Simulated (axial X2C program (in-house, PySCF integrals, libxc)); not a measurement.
## SeCl: bond constants with and without spin–orbit coupling

Calculated with an in-house relativistic program for diatomic molecules. Spin-free means the one-electron spin-free X2C Hamiltonian; two-component (2c) means X2C with spin–orbit coupling and atomic mean-field two-electron Coulomb and Gaunt terms, so the difference of the two also holds small scalar two-electron terms. Basis: Se dyall-cv3z [8s9p6d4f1g], Cl dyall-av3z [9s8p3d2f] (cores contracted in-house); Gaussian nuclei, density fitting, unrestricted open shells. Masses: Se 79.917 u, Cl 34.969 u.

State, spin-free: M_S = 1/2, Λ = 1 (beyond evenly filled blocks: π+α, π+β, π-α); electrons by block: σα: 12, σβ: 12, π+α: 6, π+β: 6, π-α: 6, π-β: 5, δ+α: 1, δ+β: 1, δ-α: 1, δ-β: 1. Fragments: Se + Cl.

State, 2c: Ω = 3/2 (⟨Sz⟩ = 0.50, ⟨Lz⟩ = 1.00 at PBE0); electrons by block: 1/2: 18, -1/2: 18, 3/2: 7, -3/2: 6, 5/2: 1, -5/2: 1. Fragments: Se + Cl.

```
Hamiltonian   level  Re (Å)  ωe (cm⁻¹)  ωexe (cm⁻¹)  Be (cm⁻¹)  αe (cm⁻¹)  De (eV)  D0 (eV)  μ (D)
  spin-free    PBE0   2.123      455.8         1.44     0.1538   0.000688     2.77     2.74  -0.70
  spin-free  PBEsol   2.129      447.1         1.45     0.1529   0.000699     3.37     3.34  -0.48
         2c    PBE0   2.126      452.9         1.46     0.1534   0.000695     2.83     2.80  -0.75
         2c  PBEsol   2.132      444.1         1.48     0.1525   0.000706     3.41     3.38  -0.53
```

Dipoles are positive if Cl is the positive end.

One determinant describes the state; a PBE0 search over occupations chose it and may have missed a lower one. De is counted from the lowest determinant-based energies of the atoms at the same level, without counterpoise correction. Density functionals use the spin component along the axis (collinear). The 2c atoms are single determinants rather than J levels; their spin–orbit lowering is only partly caught, and De is too large by that part. This holds for PBE0, PBEsol. Without a current term, density functionals place determinants with orbital angular momentum somewhat too high.

No reliable constants came from CCSD (2c), CCSD (spin-free), CCSD(T) (2c), CCSD(T) (spin-free), HF (2c), HF (spin-free), MP2 (2c), MP2 (spin-free): no minimum in range, unconverged points, a curve that is not smooth, a change of character along it, or the two Hamiltonians disagreeing along it.

Rough cost a point (2c) on 1 thread(s) of a shared host, integrals apart: PBE0 0.5 s, PBEsol 0.24 s.

The whole task took 120 s on 1 thread of Arm Neoverse V1, with other jobs on the host.
